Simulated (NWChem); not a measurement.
System: CH₃ClMgO; SMILES [Cl][Mg][O]C

Input file for NWChem:

```
start job
memory heap 200 mb stack 900 mb global 1100 mb
geometry units angstroms noautosym nocenter noautoz
  Mg     0.064717    -0.342077    -0.000279
  Cl     0.513204    -2.496101     0.001000
  O     -0.292740     1.378287    -0.001300
  C     -0.576142     2.735894    -0.002105
  H     -1.156819     3.029960     0.887261
  H      0.343922     3.342527    -0.006844
  H     -1.164266     3.027350    -0.887392
end
basis spherical
  * library def2-svpd
end
dft
  xc b3lyp
  iterations 150
end
tddft
  cis
  nroots 6
  notriplet
end
task tddft energy
```

All runs use the structure optimised with B3LYP/6-31G* (spherical d).

Vertical excitations in the gas phase.

Predict the main results of this run. (B3LYP/def2-SVPD, TDA.) Quantities: lowest excitation, singlet (eV); oscillator strength of that lowest state; lowest state with f > 0.02, singlet (eV); oscillator strength of that bright state; orbital gap (eV).

The lowest excitation, singlet (eV) comes out as 4.51 and the oscillator strength of that lowest state is 0.016. The lowest state with f > 0.02, singlet (eV) comes out as 5.73 and the oscillator strength of that bright state comes out as 0.050. The orbital gap (eV) is 5.52.
